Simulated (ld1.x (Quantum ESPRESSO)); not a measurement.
## Reading a pseudo-wave (oxygen)

Columns: radius, all-electron u(r) and pseudo u(r) of the 2p shell (level -9.03 eV) of oxygen in the configuration [He] 2s2 2p4; PBE, scalar-relativistic, TM semilocal scheme, ld1.x (Quantum ESPRESSO) 7.5.

```tsv
r (bohr)	all-electron	pseudo
0.075	0.0638	0.0241
0.150	0.1942	0.0936
0.225	0.3381	0.2002
0.300	0.4715	0.3314
0.375	0.5846	0.4721
0.450	0.6753	0.6068
0.525	0.7444	0.7225
0.600	0.7936	0.8104
0.675	0.8250	0.8673
0.750	0.8416	0.8947
0.825	0.8460	0.8978
0.900	0.8408	0.8834
0.975	0.8280	0.8583
1.050	0.8096	0.8281
1.125	0.7870	0.7964
1.200	0.7614	0.7652
1.275	0.7338	0.7348
1.350	0.7049	0.7051
1.425	0.6753	0.6753
1.500	0.6456	0.6456
1.575	0.6160	0.6160
1.650	0.5867	0.5867
1.725	0.5582	0.5582
1.800	0.5304	0.5304
1.875	0.5035	0.5035
1.950	0.4775	0.4775
```

Question: How many radial nodes do the two functions have?

Answer: The all-electron 2p function has n − l − 1 = 0; the pseudo-wave has 0.

Question: At about which radius was the pseudo-wave matched?

Answer: 1.50 bohr. The columns agree to 0.0005 from 1.35 bohr on; several derivatives are matched, so the curves merge somewhat inside the radius.

Question: Where does each function peak?

Answer: Outermost all-electron maximum near 0.82 bohr, pseudo maximum near 0.82 bohr (to the table’s step).

Question: Is the pseudo-wave norm-conserving?

Answer: Yes: the TM semilocal scheme keeps the norm inside the radius equal to the all-electron one, which fixes the energy derivative of the logarithmic derivative at the level.
